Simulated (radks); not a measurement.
Results of a calculation; reference values are marked as such.
Question: Ni4+, 24 electrons, occupied as [Ne] 3s1 3p6 3d6 4s1 (not the ground configuration). Code: a radial shooting solver on a logarithmic mesh with Libxc functionals. Model: Dirac Kohn-Sham, revPBE, spin-unpolarised, spherical densities, point nucleus; open shells fill j = l - 1/2 first. Some entries of the table are withheld. Estimate them.

orbital,occ.,eigenvalue (hartree),r(max) (bohr),<r> (bohr)
1s1/2,2,-304.6942,(1),0.05408
2s1/2,2,-38.96956,0.2045,0.2446
2p1/2,2,-34.35900,0.1630,0.2130
2p3/2,4,-33.71592,0.1656,0.2162
3s1/2,1,-6.75286,0.6329,0.7204
3p1/2,2,-5.32526,0.6320,0.7395
3p3/2,4,-5.23727,0.6392,0.7479
3d3/2,4,-2.88178,0.5939,0.8001
3d5/2,2,-2.86991,0.5960,0.8030
4s1/2,1,-1.83149,1.723,1.903
4p1/2,0,(2),1.900,2.115
4p3/2,0,(3),1.917,2.132
4d3/2,0,-0.97340,(4),2.707
4d5/2,0,-0.97197,(5),2.711
5s1/2,0,-0.84010,3.726,3.787

Answer: 
(1) 1s1/2 r(max) (bohr): 0.03539
(2) 4p1/2 eigenvalue (hartree): -1.48363
(3) 4p3/2 eigenvalue (hartree): -1.47137
(4) 4d3/2 r(max) (bohr): 2.442
(5) 4d5/2 r(max) (bohr): 2.447
